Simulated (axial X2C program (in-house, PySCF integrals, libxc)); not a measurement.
**AlSn: cheaper levels and CCSD(T), with spin–orbit coupling**

All values were computed with an axial X2C code built on PySCF integrals. Two-component (2c) means X2C with spin–orbit coupling and atomic mean-field two-electron Coulomb and Gaunt terms. Basis: Sn dyall-cv3z [11s12p9d4f1g], Al dyall-v3z [8s8p2d1f] (cores contracted in-house); Gaussian nuclei, density fitting, unrestricted open shells. Masses: Sn 119.902 u, Al 26.982 u.

State: Ω = 3/2 (⟨Sz⟩ = 1.47, ⟨Lz⟩ = 0.03 at HF); fragments Sn + Al.

```tsv
level	Re (Å)	ωe (cm⁻¹)
PBE0	2.660	262.3
HF	2.738	237.1
CCSD	2.690	259.1
```

Correlated methods: 7 electrons correlated (number of frozen shells: Sn 4 s, 3 p, 2 d; Al 2 s, 1 p), 231 virtual spin orbitals or spinors in MP2, 90 natural virtuals in coupled cluster.

CCSD(T), same Hamiltonian and basis:

Re = 2.685 Å, ωe = 262.1 cm⁻¹; T1 = 0.038 (Lee–Taylor normalisation).

**Question.** Give the differences from CCSD(T) in the columns below.

**Answer.** 

| level | ΔRe (Å) | Δωe (cm⁻¹) |
| --- | --- | --- |
| PBE0 | -0.025 | 0.2 |
| HF | 0.053 | -25.0 |
| CCSD | 0.005 | -3.0 |

The state is one determinant whose occupation by symmetry is held fixed; it was picked as the lowest of a PBE0 search that is not exhaustive. De is not given where an atomic determinant may have missed its ground term or J level, or where the truncated virtual space spoils (T). Density functionals use the spin component along the axis (collinear). Coupled cluster ran in a truncated set of natural virtual spinors; the MP2 energy of the rest was added. (T) has no such correction and the atoms are truncated less, which lowers De at CCSD(T) by a hundredth of an eV or more. PBE0 can misorder states that lie within some tenths of an eV, so this need not be the ground state of the molecule. The nearest other 2c determinant of the search, Ω = 1/2, lies 0.32 eV up at the distance of the search. Without a current term, density functionals place determinants with orbital angular momentum somewhat too high. With several unpaired electrons one determinant need not be a pure state. This is the top spin component of a Σ state; components of lower Ω are not single determinants and can lie lower. With the outer-core shells frozen, correlated bond lengths of heavy atoms tend to come out a few hundredths of an ångström too long.
